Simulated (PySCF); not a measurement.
Excitations are Tamm–Dancoff values on a coarser integration grid. The basis has no diffuse functions, so Rydberg states are missing or too high.

## Br₄Si, SMILES `Br[Si](Br)(Br)Br` (charge 0, multiplicity 1)

These are PySCF 2.14.0 with PBE-D3(BJ)/def2-TZVP values and carry that method's errors.

- HOMO: -7.41 eV
- dipole moment: 0.000 e·Å
- HOMO–LUMO gap: 4.69 eV
- LUMO: -2.72 eV
- S1 excitation (TDA): 4.82 eV
- S1 oscillator strength: 0.000
- total energy: -288022.75 eV
- cost: very roughly 15 core-minutes

Bond lengths (Å): Br1–Si2 2.213, Si2–Br3 2.213, Si2–Br4 2.213, Si2–Br5 2.213. Angles (°): Br1–Si2–Br3 109.5, Br1–Si2–Br4 109.5, Br1–Si2–Br5 109.5, Br3–Si2–Br4 109.5, Br3–Si2–Br5 109.5, Br4–Si2–Br5 109.5.
Charge 0, spin multiplicity 1.
